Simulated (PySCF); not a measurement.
C6H10O, charge -1, doublet, at a GFN2-xTB geometry (a state made from the parent by changing its charge; the spin is typed, not shown lowest) (in this run its highest filled SCF level lies above zero, so its values depend strongly on the basis, on diffuse functions most of all). Base run: R2SCAN/STO-3G (PySCF).

Here is a job for PySCF.
```python
from pyscf import gto, scf, dft

mol = gto.Mole()
mol.atom = '''
    O     2.39776947    0.43521367    0.09774069
    C     1.10754478    0.20299544    0.06731539
    C     0.09634761    1.31715256    0.25994202
    C    -1.18468351    1.02011330   -0.52995696
    C    -1.76663174   -0.32341563   -0.10309212
    C    -0.74732093   -1.43850132   -0.31174654
    C     0.53338526   -1.13963547    0.47799032
    H    -0.19907437    1.45057853    1.32754437
    H     0.53070798    2.26509336   -0.07203351
    H    -1.93388380    1.81155179   -0.37736419
    H    -0.94856821    0.98444114   -1.59742373
    H    -2.68713438   -0.53706999   -0.66539485
    H    -2.03102262   -0.27618323    0.95900636
    H    -1.18467022   -2.40011957   -0.00356403
    H    -0.50536451   -1.50700903   -1.37629905
    H     1.27582020   -1.92352235    0.29972039
    H     0.26918539   -1.18172325    1.56117011
'''
mol.basis = 'sto-3g'
mol.charge = -1
mol.spin = 1
mol.verbose = 4
mol.build()

mf = dft.UKS(mol)
mf.xc = 'r2scan'
mf.kernel()
```

The base run was repeated with changes; each row names its change, and settings that it needs were set with it.

| change | ΔE vs base (mEh) | grid points | electrons on the grid |
|---|---|---|---|
| base | 0.000 | 196872 | 54.99993 |
| grids.radi_method = mura_knowles | -0.163 | 187584 | 54.99993 |
| grids.prune = dft.gen_grid.sg1_prune | 0.083 | 87456 | 54.99950 |
| grids.atom_grid = (30, 110) | -2.569 | 41856 | 54.99774 |
| grids.level = 0 | -27.303 | 13808 | 54.99452 |
| grids.radi_method = delley | -0.144 | 211560 | 54.99993 |
| grids.prune = off | 0.000 | 309552 | 54.99993 |
| grids.atom_grid = (75, 302) | 0.000 | 247176 | 54.99993 |
| grids.level = 5 | -0.148 | 536248 | 55.00001 |
| grids.level = 7 | -0.149 | 1107384 | 55.00000 |
| grids.atom_grid = (50, 194) | -1.059 | 112232 | 54.99946 |

Open shells are given as the SCF converged; they aren't shown to be the lowest states, and a large step between rows can be another state.
